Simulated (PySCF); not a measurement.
Electron correlation in Hf⁵⁴⁺ (hafnium, charge +54)

[Ar], closed-shell 1S. Computed with PySCF 2.14 in an even-tempered Gaussian basis (17 s from 14 bohr⁻², ratio 2.5; 12 p from 18 bohr⁻², ratio 2.5; 4 d from 74 bohr⁻², ratio 2.7; 4 f from 110 bohr⁻², ratio 2.7), with the spin-free X2C one-electron Hamiltonian (Gaussian nucleus). Frozen: 1s2; 16 electrons correlated; the 20 highest virtual orbitals of each spin left out.

```json
{"level": "CCSD", "correlation energy (mhartree)": "-694.95"}
{"level": "(T)", "correlation energy (mhartree)": "-0.73"}
{"level": "CCSD(T)", "correlation energy (mhartree)": "-695.68"}
```

Diagnostics: T1 = 0.00017, D1 = 0.0004, largest double amplitude 0.012.

Cost of the coupled-cluster step: of the order of 10 core-seconds, for 16 correlated electrons.

Iterations:

```
CC2 = 0
CCSD nocc = 8, nmo = 80
frozen orbitals [0, 81, 82, 83, 84, 85, 86, 87, 88, 89, 90, 91, 92, 93, 94, 95, 96, 97, 98, 99, 100]
max_cycle = 100
direct = 0
conv_tol = 1e-08
conv_tol_normt = 1e-06
diis_space = 8
diis_start_cycle = 0
Init t2, MP2 energy = -12164.698516327  E_corr(MP2) -0.686842560615162
Init E_corr(CCSD) = -0.686842560615176
cycle = 1  E_corr(CCSD) = -0.69389058056177  dE = -0.00704801995  norm(t1,t2) = 0.00268395
cycle = 2  E_corr(CCSD) = -0.694850209072148  dE = -0.00095962851  norm(t1,t2) = 0.000331409
cycle = 3  E_corr(CCSD) = -0.694955258096059  dE = -0.000105049024  norm(t1,t2) = 4.24228e-05
cycle = 4  E_corr(CCSD) = -0.694954232334799  dE = 1.02576126e-06  norm(t1,t2) = 8.47091e-07
cycle = 5  E_corr(CCSD) = -0.694954153366056  dE = 7.89687435e-08  norm(t1,t2) = 2.01321e-08
cycle = 6  E_corr(CCSD) = -0.694954154038205  dE = -6.72149003e-10  norm(t1,t2) = 1.27161e-09
CCSD converged
E(CCSD) = -12164.7066279204  E_corr = -0.6949541540382049
CCSD(T) correction = -0.000733084797600954
```

At this charge the one-electron X2C treatment keeps the bare 1/r₁₂, with no two-electron picture change or Breit term. The effect here is smaller than on the frozen 1s shell; and a scalar Hamiltonian misses the large spin-orbit splitting of the p shells, which matters for ns² → np² pairs.
